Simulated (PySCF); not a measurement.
Mapped SMILES: `[F:1][Se@OH5:2]([F:3])([F:4])([F:5])([F:6])[F:7]`.

Geometry: PBE0-D3(BJ)/def2-SVP; GIAO absolute shieldings from PySCF, gas phase, non-relativistic, averaged over equivalent atoms.

At PBE0/6-31G (81 basis functions, 5.5 s wall time on 1 thread of an x86-64 server CPU, shared host):
```csv
atoms,σ (ppm)
F4/F5,54.8
F7,54.9
F3,54.9
F6,55.0
F1,55.0
Se2,1262.3
```

Estimate the result of repeating the calculation with LC-wPBE/pcSseg-2.

Answers


```
atoms  σ at LC-wPBE/pcSseg-2  change
F4/F5                  107.6   +52.8
   F7                  107.7   +52.8
   F3                  107.7   +52.8
   F6                  107.7   +52.7
   F1                  107.7   +52.7
  Se2                 1058.2  -204.1
```

The largest change is at Se2 (selenium bonded to 6 F). Cost: 279 basis functions, 51 s wall time on 1 thread of an x86-64 server CPU, shared host.

Relativistic effects, spin–orbit coupling among them, are left out; they matter for Se and for the light atoms bonded to it.
